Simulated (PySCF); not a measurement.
Compound: pentafluorobenzonitrile, C7F5N.
Geometry (GFN2-xTB, Å), atoms numbered from 1 in this order:
```
atom  x, y, z in Å
N1     3.6516   -0.0595   -0.1363
C2     2.5096   -0.0412   -0.0927
C3     1.0916   -0.0179   -0.0400
C4     0.4030    1.1968    0.0265
F5     1.0803    2.3396    0.0439
C6    -0.9868    1.2241    0.0756
F7    -1.6335    2.3850    0.1377
C8    -1.7037    0.0280    0.0590
F9    -3.0301    0.0495    0.1076
C10   -1.0291   -1.1908   -0.0069
F11   -1.7162   -2.3299   -0.0218
C12    0.3609   -1.2095   -0.0555
F13    0.9981   -2.3737   -0.1149
```

Mayer bond orders were computed from the PBE0/pcSseg-1 density (PySCF). Isolated species at its GFN2-xTB geometry, gas phase.

Problem. The orders 0.90, 1.08, 1.26, 1.38, 3.02 belong to the bonds N1–C2, C2–C3, C3–C4, C10–F11, C10–C12, in another order. Match them.

Solution. C10–F11 0.90; C2–C3 1.08; C3–C4 1.26; C10–C12 1.38; N1–C2 3.02.

Problem. Set the orders of all bonds between heavy atoms beside their lengths and the difference of the ESP-fitted charges at their ends.

Solution. 
```tsv
bond	Mayer order	length (Å)	q(first) − q(second) (e)
N1–C2	3.017	1.143	-1.049
C4–C6	1.375	1.391	+0.330
C10–C12	1.375	1.391	-0.309
C6–C8	1.333	1.395	-0.211
C8–C10	1.333	1.395	+0.192
C3–C4	1.260	1.398	-0.859
C12–C3	1.260	1.398	+0.858
C2–C3	1.081	1.419	+1.110
C4–F5	0.956	1.328	+0.455
C12–F13	0.956	1.329	+0.454
C8–F9	0.916	1.328	+0.317
C6–F7	0.901	1.330	+0.094
C10–F11	0.901	1.330	+0.119
```

The Mayer order sums products of elements of PS (density times overlap matrix) between the two atoms' basis functions, so it depends on the basis set.
